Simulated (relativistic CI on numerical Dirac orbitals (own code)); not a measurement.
**Crystal-field levels of Co²⁺, 3d7**

Calculated by Dirac-Coulomb-Breit CI, KLI orbitals optimised for each configuration, QED by a radiative potential, valence Slater integrals scaled by 0.85, one configuration in a parametric crystal field (own radial code).

Field parameters in Wybourne normalisation: D3d B²₀ = −7Dσ, B⁴₀ = −14Dq − 21Dτ, B⁴₃ = −14√(10/7) Dq. The field is a parameter set, without covalency.

S is read from ⟨S²⟩ = S(S + 1).

Levels (cm⁻¹, degeneracy): 0 (2), 7 (2), 3577 (2), 3740 (2), 3946 (2), 4192 (2), 6336 (2), 6339 (2), 15079 (2), 15107 (2), 16927 (2), 16950 (2).

Problem. Which field gives this pattern?
A. D3d, 10Dq = 16700, Dσ = -760, Dτ = -260 cm⁻¹
B. D3d, 10Dq = 16700, Dσ = 760, Dτ = -260 cm⁻¹
C. D3d, 10Dq = 16700, Dσ = -980, Dτ = -260 cm⁻¹
D. D3d, 10Dq = 16700, Dσ = -110, Dτ = -260 cm⁻¹

Solution. C. D3d, 10Dq = 16700, Dσ = -980, Dτ = -260 cm⁻¹, ground level with S = 1.50.
